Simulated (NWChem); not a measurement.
System: B$_{2}$O$_{2}$, triplet; SMILES of the neutral closed-shell parent O=BB=O

Excerpt of the output:

```
             Northwest Computational Chemistry Package (NWChem) 7.3.0
             --------------------------------------------------------

 CS  symmetry detected

                             Geometry "geometry" -> ""
                             -------------------------

 Output coordinates in angstroms (scale by  1.889725989 to convert to a.u.)

  No.       Tag          Charge          X              Y              Z
 ---- ---------------- ---------- -------------- -------------- --------------
    1 O                    8.0000    -0.32931628     1.81119290     0.00000000
    2 B                    5.0000     0.64376003     0.88216940     0.00000000
    3 B                    5.0000     0.09552145    -0.72551645     0.00000000
    4 O                    8.0000    -0.13273465    -1.90910099     0.00000000

 Effective nuclear repulsion energy (a.u.)      65.7086272046

      Symmetry information
      --------------------

 Group name             Cs
 Group number              2
 Group order               2
 No. of unique centers     4

  xc_inp: hfexch multiplicative factor not found.

                                 NWChem DFT Module
                                 -----------------

 Summary of "ao basis" -> "ao basis" (spherical)
 ------------------------------------------------------------------------------
       Tag                 Description            Shells   Functions and Types
 ---------------- ------------------------------  ------  ---------------------
 O                         def2-tzvp                11       31   5s3p2d1f
 B                         def2-tzvp                11       31   5s3p2d1f

      Symmetry analysis of basis
      --------------------------

        a'         84
        a"         40

            General Information
            -------------------
          SCF calculation type: DFT
          Wavefunction type:  spin polarized.
          No. of atoms     :     4
          No. of electrons :    26
           Alpha electrons :    14
            Beta electrons :    12
          Charge           :     0
          Spin multiplicity:     3
          Use of symmetry is: on ; symmetry adaption is: on
          Maximum number of iterations: 150
          AO basis - number of functions:   124
                     number of shells:    44
          Convergence on energy requested:  1.00D-06
          Convergence on density requested:  1.00D-05
          Convergence on gradient requested:  5.00D-04

              XC Information
              --------------
                     Hartree-Fock (Exact) Exchange  1.000

      Superposition of Atomic Density Guess
      -------------------------------------

 Sum of atomic energies:        -198.63804019

      Non-variational initial energy
      ------------------------------

 Total energy =    -199.360701
 1-e energy   =    -400.900698
 2-e energy   =     135.831370
 HOMO         =      -0.448798
 LUMO         =      -0.110148

   Symmetry analysis of molecular orbitals - initial alpha
   -------------------------------------------------------

  Numbering of irreducible representations:

     1 a'          2 a"

  Orbital symmetries:

     1 a'          2 a'          3 a'          4 a'          5 a'
     6 a'          7 a'          8 a'          9 a'         10 a"
    11 a'         12 a"         13 a'         14 a'         15 a"
    16 a'         17 a'         18 a"         19 a'         20 a'
    21 a"         22 a'         23 a'         24 a'

   Symmetry analysis of molecular orbitals - initial beta
   ------------------------------------------------------

  Numbering of irreducible representations:

     1 a'          2 a"

  Orbital symmetries:

     1 a'          2 a'          3 a'          4 a'          5 a'
     6 a'          7 a'          8 a'          9 a'         10 a"
    11 a'         12 a"         13 a'         14 a'         15 a"
    16 a'         17 a'         18 a"         19 a'         20 a'
    21 a"         22 a'         23 a'         24 a'

     ---------------------------------------------
      Total Density - Mulliken Population Analysis
     ---------------------------------------------

    Atom       Charge   Shell Charges
 -----------   ------   -------------------------------------------------------
    1 O    8     8.46   0.79  1.18  0.62  0.97  0.28  1.83  1.95  0.81  0.00  0.01  0.00
    2 B    5     4.51   0.92  1.06  0.55  0.53  0.23  0.53  0.45  0.13  0.04  0.05  0.02
    3 B    5     4.27   0.92  1.06  0.60  0.38  0.09  0.62  0.45  0.04  0.06  0.03  0.03
    4 O    8     8.76   0.79  1.18  0.63  0.92  0.30  2.04  2.07  0.81  0.00  0.01  0.00

     --------------------------------------------
      Spin Density - Mulliken Population Analysis
     --------------------------------------------

    Atom       Charge   Shell Charges
 -----------   ------   -------------------------------------------------------
    1 O    8     0.64   0.00 -0.00  0.00  0.00 -0.00  0.30  0.28  0.06  0.00  0.00  0.00
    2 B    5     0.88   0.00 -0.01  0.08  0.12  0.18  0.20  0.21  0.08  0.01  0.01  0.00
    3 B    5     0.39   0.00 -0.00  0.06  0.13  0.04  0.10  0.06 -0.01  0.00  0.02  0.00
    4 O    8     0.09   0.00 -0.00  0.00  0.00 -0.01  0.06  0.04 -0.01  0.00 -0.00  0.00

   convergence    iter        energy       DeltaE   RMS-Dens  Diis-err
 ---------------- ----- ----------------- --------- --------- ---------
 d= 0,ls=0.0,diis     1   -198.8968193591 -2.65D+02  4.69D-03  2.86D-01
                                                     3.44D-03  2.89D-01
 d= 0,ls=0.0,diis     2   -198.9975004090 -1.01D-01  1.68D-03  2.78D-01
                                                     1.69D-03  2.51D-01
 d= 0,ls=0.0,diis     3   -199.1061357029 -1.09D-01  1.25D-03  8.72D-03
                                                     8.43D-04  1.18D-02
 d= 0,ls=0.0,diis     4   -199.1245630172 -1.84D-02  5.29D-04  1.47D-03
                                                     4.94D-04  5.32D-03
 d= 0,ls=0.0,diis     5   -199.1306335769 -6.07D-03  4.45D-04  7.59D-04
                                                     4.36D-04  2.16D-03
  Resetting Diis
 d= 0,ls=0.0,diis     6   -199.1345288257 -3.90D-03  3.64D-04  2.21D-04
                                                     5.17D-04  1.25D-03
 d= 0,ls=0.0,diis     7   -199.1377099814 -3.18D-03  6.91D-05  9.80D-05
                                                     1.35D-04  6.11D-04
 d= 0,ls=0.0,diis     8   -199.1384280782 -7.18D-04  1.16D-04  6.66D-05
                                                     2.73D-04  4.67D-04
 d= 0,ls=0.0,diis     9   -199.1395507627 -1.12D-03  2.24D-04  5.67D-05
                                                     5.17D-04  2.59D-04
 d= 0,ls=0.0,diis    10   -199.1406544567 -1.10D-03  2.89D-05  2.04D-05
                                                     6.98D-05  2.89D-05
 d= 0,ls=0.0,diis    11   -199.1407021431 -4.77D-05  3.10D-05  5.39D-06
                                                     6.88D-05  9.57D-06
 d= 0,ls=0.0,diis    12   -199.1407241838 -2.20D-05  8.25D-06  1.53D-06
                                                     2.10D-05  1.73D-06
 d= 0,ls=0.0,diis    13   -199.1407261975 -2.01D-06  7.34D-06  1.85D-07
                                                     6.49D-06  2.88D-07
 d= 0,ls=0.0,diis    14   -199.1407266156 -4.18D-07  1.78D-06  2.77D-08
                                                     1.63D-06  3.70D-08

         Total DFT energy =     -199.140726615642
      One electron energy =     -402.673011164484
           Coulomb energy =      162.120506126118
    Exchange-Corr. energy =      -24.296848781922
 Nuclear repulsion energy =       65.708627204647

 Numeric. integr. density =        0.000000000000

                  Occupations of the irreducible representations
                  ----------------------------------------------

                     irrep           alpha         beta
                     --------     --------     --------
                     a'               12.0         10.0
                     a"                2.0          2.0

                    DFT Final Alpha Molecular Orbital Analysis
                    ------------------------------------------

 Vector   12  Occ=1.000000D+00  E=-5.214856D-01  Symmetry=a'
              MO Center= -1.2D-01, -1.6D+00,  2.3D-15, r^2= 1.0D+00
   Bfn.  Coefficient  Atom+Function         Bfn.  Coefficient  Atom+Function
  ----- ------------  ---------------      ----- ------------  ---------------
    99      0.395585  4 O  px               102      0.355049  4 O  px
   105      0.199950  4 O  px                68      0.175739  3 B  px
    71      0.131884  3 B  px                69     -0.085190  3 B  py
    66     -0.070435  3 B  s                 72     -0.069677  3 B  py
     7     -0.053018  1 O  py               100     -0.050018  4 O  py

 Vector   13  Occ=1.000000D+00  E=-5.139199D-01  Symmetry=a"
              MO Center= -8.6D-02, -1.6D+00, -5.7D-15, r^2= 9.8D-01
   Bfn.  Coefficient  Atom+Function         Bfn.  Coefficient  Atom+Function
  ----- ------------  ---------------      ----- ------------  ---------------
   101      0.396030  4 O  pz               104      0.356381  4 O  pz
   107      0.202678  4 O  pz                70      0.198565  3 B  pz
    73      0.155118  3 B  pz                76      0.049455  3 B  pz
     8     -0.041322  1 O  pz                11     -0.037966  1 O  pz
    78     -0.030869  3 B  d -1              83     -0.030551  3 B  d -1

[...]
```

Level: UHF/def2-TZVP. The geometry was optimised at PBE0/def2-SVP, spin-unrestricted. The spin multiplicity was typed, not searched, and may not be the lowest. No stability test was run on the SCF state.

Question: Write an input that gives this output.

Answer: This is not unique; one that fits is the input that was run:
```
start job
memory heap 200 mb stack 900 mb global 1100 mb
geometry units angstroms noautoz
  O     -0.250218     1.758704    -0.000000
  B      0.665503     0.773099    -0.000000
  B      0.022013    -0.798887     0.000001
  O     -0.276682    -1.966686    -0.000000
end
basis spherical
  * library def2-tzvp
end
dft
  odft
  mult 3
  xc hfexch
  iterations 150
  mulliken
end
task dft energy
```
